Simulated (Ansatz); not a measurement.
`F[Si](F)(F)[SiH](Cl)Cl` + HI → `Cl[SiH](Cl)I` + `F[SiH](F)F` at 400 K and 1 bar (cleavage of the Si–Si bond).

Program: Ansatz. Geometries: PBE0-D4/def2-TZVP. ΔE: electronic, gas phase. CCSD(T)/CBS adds triple-zeta CCSD(T) − MP2 to the extrapolated MP2 energy (def2 sets, frozen cores). Elements past krypton have def2 core potentials. For I outer-core shells are correlated without core-valence functions, which leaves a few kJ/mol of doubt a bond. Each species was taken in one conformer, which may not be the lowest.

```tsv
species	CCSD(T)/CBS energy (Eh)	H − E (kJ/mol)	S (J/(mol·K))
`F[Si](F)(F)[SiH](Cl)Cl`	-1798.00739	99.7	456.7
HI	-298.03592	25.7	215.0
`Cl[SiH](Cl)I`	-1506.81701	60.4	368.3
`F[SiH](F)F`	-589.26725	67.9	298.2
```

H − E and S are ideal-gas, rigid-rotor, harmonic terms from PBE0-D4/def2-TZVP, for one conformer and one mirror image of each species. 1 Eh = 2625.50 kJ/mol, R = 8.31446 J/(mol·K).

Q: By hand: ΔE, ΔH, ΔS and ΔG.

A: ΔE = (-1506.81701) + (-589.26725) − (-1798.00739) − (-298.03592) = -0.04095 Eh = -107.5 kJ/mol. Δ(H − E) = 60.4 + 67.9 − 99.7 − 25.7 = 2.9, so ΔH = -104.6 kJ/mol. ΔS = 368.3 + 298.2 − 456.7 − 215.0 = -5.2 J/(mol·K). ΔG = -104.6 − 400 × (-5.2)/1000 = -102.5 kJ/mol.

Q: By hand: the equilibrium constant, and the temperature at which ΔG would vanish if ΔH and ΔS stayed fixed.

A: log₁₀ K = −ΔG/(RT ln 10) = 13.4. ΔG = 0 at ΔH/ΔS = 20115 K, far beyond where these terms or the molecules hold.

The number of gas molecules stays the same, so ΔS is small and ΔH decides. A doubt of 5 kJ/mol in ΔE shifts log₁₀ K by 0.7 here. Other conformers and mirror images would add mixing entropy, several J/(mol·K) or more a flexible species. Modes under 60 cm⁻¹, often nearly free rotors, make the harmonic entropy too high. These are equilibria of isolated gas molecules and say nothing of rates. Largest T1 diagnostic: 0.012 (customary marks: 0.02 for closed shells, 0.045 for open ones).
